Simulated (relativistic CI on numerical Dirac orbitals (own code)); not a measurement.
**Transition arrays of Nb16+**

Calculated at this level of theory: Dirac-Coulomb-Breit CI, separate exchange-only KLI orbitals for each configuration, a model potential for QED, valence Slater integrals scaled by 0.9, whole transition arrays (own radial code, finite nucleus).

CI space (outside the closed core [Ne] 3s2): 3p⁶3d⁷, 3p⁶3d⁶4f, 3p⁵3d⁸, 3p⁶3d⁶4p, 3p⁶3d⁶5f. Levels of other configurations are missing.

All E1 lines from the levels of 3p⁶3d⁷; mean and standard deviation are weighted by gf, and upper levels are sorted by their leading configuration.

| Upper configuration | Lines | Σgf | Mean (eV) | Mean (nm) | σ (eV) | Strongest line (nm) |
| --- | --- | --- | --- | --- | --- | --- |
| 3p⁶3d⁶4f | 2825 | 458.3 | 389.86 | 3.180 | 4.71 | 3.141 |
| 3p⁵3d⁸ | 466 | 79.8 | 164.64 | 7.531 | 10.91 | 6.959 |
| 3p⁶3d⁶4p | 1718 | 41.2 | 285.59 | 4.341 | 4.57 | 4.353 |
| 3p⁶3d⁶5f | 2825 | 218.7 | 479.85 | 2.584 | 5.29 | 2.571 |

Σgf per state of the lower configuration in bins of 0.2 nm over the central range (centre: value): 2.5: 1.35, 2.7: 0.48, 3.1: 2.96, 3.3: 0.86, 4.3: 0.27, 4.5: 0.06, 6.9: 0.10, 7.1: 0.09, 7.3: 0.08, 7.5: 0.07, 7.7: 0.09, 7.9: 0.06.

Problem. How do configuration mixing and the scaling of the Slater integrals move the arrays?

Solution. Slater scale 0.9, no configuration mixing: 3p⁶3d⁶4f 390.2 ± 4.8 eV (Σgf 483.5), 3p⁵3d⁸ 165.3 ± 11.1 eV (Σgf 89.3), 3p⁶3d⁶4p 285.7 ± 4.6 eV (Σgf 40.3), 3p⁶3d⁶5f 479.4 ± 5.3 eV (Σgf 162.7); Slater scale 1: 3p⁶3d⁶4f 390.7 ± 5.2 eV (Σgf 460.4), 3p⁵3d⁸ 165.4 ± 11.7 eV (Σgf 79.1), 3p⁶3d⁶4p 285.7 ± 5.1 eV (Σgf 41.3), 3p⁶3d⁶5f 480.3 ± 5.8 eV (Σgf 220.2); Slater scale 0.8: 3p⁶3d⁶4f 389.0 ± 4.3 eV (Σgf 456.2), 3p⁵3d⁸ 163.9 ± 10.2 eV (Σgf 80.5), 3p⁶3d⁶4p 285.5 ± 4.1 eV (Σgf 41.0), 3p⁶3d⁶5f 479.4 ± 4.8 eV (Σgf 217.2). With mixing, levels are counted to their leading configuration, so an array can shrink or vanish into another, and the sums then hold other lines.
